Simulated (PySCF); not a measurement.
AlFCl₂, SMILES [Al]([F])([Cl])[Cl].

The structure is a stationary point at PBE0-D3(BJ)/def2-SVP.

Level of theory: M06-2X/def2-TZVPD run with PySCF.

Symmetry labels are those of the subgroup C2v that the program uses (full group C2v).

Task: List the valence orbital energies around the gap with their symmetry. (Estimate from the structure and the level; the computed values follow.)

Result: 
```json
[
 {"orbital": "HOMO−7", "symmetry": "B2", "energy (eV)": "-14.48"},
 {"orbital": "HOMO−6", "symmetry": "B1", "energy (eV)": "-14.41"},
 {"orbital": "HOMO−5", "symmetry": "A1", "energy (eV)": "-13.69"},
 {"orbital": "HOMO−4", "symmetry": "B2", "energy (eV)": "-12.48"},
 {"orbital": "HOMO−3", "symmetry": "B1", "energy (eV)": "-11.69"},
 {"orbital": "HOMO−2", "symmetry": "A1", "energy (eV)": "-11.61"},
 {"orbital": "HOMO−1", "symmetry": "A2", "energy (eV)": "-11.30"},
 {"orbital": "HOMO", "symmetry": "B2", "energy (eV)": "-11.05"},
 {"orbital": "LUMO", "symmetry": "A1", "energy (eV)": "-1.18"},
 {"orbital": "LUMO+1", "symmetry": "B1", "energy (eV)": "-0.49"},
 {"orbital": "LUMO+2", "symmetry": "A1", "energy (eV)": "0.68"},
 {"orbital": "LUMO+3", "symmetry": "B2", "energy (eV)": "0.72"}
]
```
